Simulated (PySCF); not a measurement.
Spectrum to structure. Theory: TDDFT CAM-B3LYP/def2-SVPD, vertical, gas phase, core orbitals frozen in the response in PySCF 2.14.0, density-fitted response routines. Geometries: PBE0-D3(BJ)/def2-SVP, one conformer each.

```csv
state,E (eV),f,"main configurations (H = HOMO, L = LUMO)"
S1,7.15,0.023,"H→L (82%), H→L+3 (8%)"
S2,7.20,0.017,"H-1→L (72%), H-1→L+3 (11%)"
S3,7.59,0.018,"H→L+2 (26%), H→L+3 (22%), H→L+6 (13%)"
S4,7.78,0.0057,"H-1→L+3 (28%), H-1→L (18%), H-1→L+6 (14%)"
S5,7.89,0.0012,"H→L+2 (55%), H→L+3 (32%)"
S6,7.92,0.0001,"H-1→L+2 (72%), H-1→L+3 (20%)"
S7,7.97,0.0000,H→L+1 (84%)
S8,8.09,0.0041,H-1→L+1 (84%)
S9,8.31,0.045,"H→L+4 (51%), H→L+3 (16%), H→L+6 (11%)"
S10,8.32,0.0001,"H-1→L+4 (38%), H-1→L+3 (19%), H-1→L+6 (14%)"
```

Task: Which candidate is it?
A. `CCCPCCOC`
B. `C1CC[C@H]2O[C@H]2C1`
C. `P(CC)(CC)(CC)=O`

Result: C. Its S1 lies at 7.15 eV; the nearest of the others has S1 at 7.64 eV. S1 is HOMO→LUMO (82%), HOMO→LUMO+3 (8%). Löwdin shares by element: HOMO oxygen 60%, phosphorus 13%, carbon 11% or more (atoms not listed hold the other 15%); LUMO carbon 29% or more, hydrogen 6% or more (atoms not listed hold the other 65%). At the same level the other candidates give, for their lowest levels:
- `CCCPCCOC`: 6.27 eV (f 0.025); 6.30 eV (f 0.080); 6.96 eV (f 0.092); 7.22 eV (f 0.010); 7.31 eV (f 0.036); T1 5.38 eV; HOMO -7.84, LUMO 1.24 eV
- `C1CC[C@H]2O[C@H]2C1`: 7.64 eV (f 0.027); 8.03 eV (f 0.001); 8.21 eV (f 0.011); 8.29 eV (f 0.024); 8.42 eV (f 0.022); T1 7.48 eV; HOMO -9.13, LUMO 1.37 eV

The values belong to the conformer `[CH3:1][CH2:2][P:3](=[O:4])([CH2:5][CH3:6])[CH2:7][CH3:8]`: C1–C2–P3–O4 -54°, C2–P3–C5–C6 179°, C2–P3–C7–C8 57°.
Triplets come from the Tamm–Dancoff approximation.
